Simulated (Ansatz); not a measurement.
# Match the barriers

Saddle point of GeH$_{4}$F, doublet (GeH₃F ([F][GeH3]) + H → GeH₃ + HF; bonds formed: F1–H3; bonds broken: F1–Ge2), PBE0-D4/def2-TZVP structure:

F1  (-1.309, -0.192, -1.056)
Ge2  (0.154, 0.083, 0.292)
H3  (0.074, -0.496, -1.346)
H4  (-0.136, 1.572, 0.472)
H5  (1.696, -0.134, 0.301)
H6  (-0.480, -0.833, 1.337)
(Å)

Computed with Ansatz 0.2.0 (basis: def2-TZVPP, with def2-QZVPP for the basis limit); correlated methods freeze the cores; orbitals are unrestricted. Filled d shells of the heavier atoms are correlated. The def2 sets are not built for correlating such inner shells, so the correlated values are less sure here. Extrapolation: Hartree–Fock as exp(−7.88 √X), correlation as X^−2.97. Four methods, as single points on the PBE0-D4 structures, gave these electronic barriers from the start structure: 12.98, 17.98, 28.01, 40.92 kcal/mol.

Task: The methods were, in alphabetical order, HF, MP2, PBE-D4, PBE0-D4. Which gave which? (Judge from chemistry; the calculation decides.)

Result: The calculation gives: PBE-D4 12.98; PBE0-D4 17.98; MP2 28.01; HF 40.92 kcal/mol. For comparison, CCSD(T) at an estimated basis limit (MP2 extrapolated from triple and quadruple zeta, plus CCSD(T) − MP2 in triple zeta) gives 23.07 kcal/mol.

The T1 diagnostic stays at or below 0.016. ⟨S²⟩ of the unrestricted Hartree–Fock references: 0.75 to 0.77 (a pure state has 0.75).

Radical steps of this kind take place in plasma deposition and etching.

Labels in which every atom is bracketed show which atoms are joined, not bond orders.

For scale, one of the runs: CCSD(T)/def2-TZVPP, 135 basis functions, launched by `ansatz run in.yaml --threads 2 --pin off --events-out ev --progress --plain --max-ram 4352MiB`. Time: 72 s of wall clock on 2 CPU threads of an Arm Neoverse V1; the host was shared. Peak host memory: 1.7 GiB.
